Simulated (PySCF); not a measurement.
## AsP⁺: frontier orbitals

UHF at R = 2.085 Å; basis As x2c-SVPall, P x2c-SVPall; spin-free X2C with a Gaussian nucleus; PySCF 2.14. State: ²Π (doublet), unpaired electrons π ↑. Only the outer orbitals are listed, counted within each symmetry.

```csv
spin,orbital,occ.,ε (eV),on As (%),main shells (%)
α,10σ,1,-31.91,52,"45 As s, 42 P s"
α,11σ,1,-24.43,50,"46 P s, 44 As s"
α,12σ,1,-17.62,49,"43 P p, 41 As p"
α,5π,1,-17.53,45,"53 P p, 42 As p"
α,5π,1,-16.52,52,"49 As p, 47 P p"
α,6π,0,-7.16,56,"56 As p, 44 P p"
α,6π,0,-6.37,50,"50 P p, 49 As p"
α,13σ,0,-1.44,57,"54 As p, 42 P p"
β,10σ,1,-30.26,54,"48 As s, 40 P s"
β,11σ,1,-23.59,48,"46 P s, 41 As s"
β,12σ,1,-17.47,48,"44 P p, 41 As p"
β,5π,1,-16.16,49,"50 P p, 47 As p"
β,5π,0,-8.10,58,"57 As p, 41 P p"
β,6π,0,-6.19,52,"51 As p, 47 P p"
β,6π,0,-4.62,43,"57 P p, 42 As p"
```

Task: Which are the highest filled and the lowest empty level, where do they sit, and how wide is the gap?

Result: Highest filled β 5π at -16.16 eV (in %: 50 P p, 47 As p); lowest empty β 5π at -8.10 eV (in %: 57 As p, 41 P p); the gap at UHF is 8.06 eV. Both belong to one degenerate shell, split only by its one-sided filling, so this is no excitation gap.

```
bond order (Mayer)                                                                                                : 2.46
⟨S²⟩                                                                                                              : 0.756
charge on As (Mulliken, basis-dependent)                                                                          : 0.54
charge on As (Löwdin, basis-dependent)                                                                            : 0.51
dipole moment (positive dipole points towards P; it is taken about the centre of mass and depends on that origin) : 1.11 D
polarisability along the bond                                                                                     : 68.0 bohr³
polarisability across the bond                                                                                    : 25.5 bohr³
```

Spin–orbit coupling is left out. The state is the lowest determinant that a PBE0 search found; another state may lie lower at other levels.
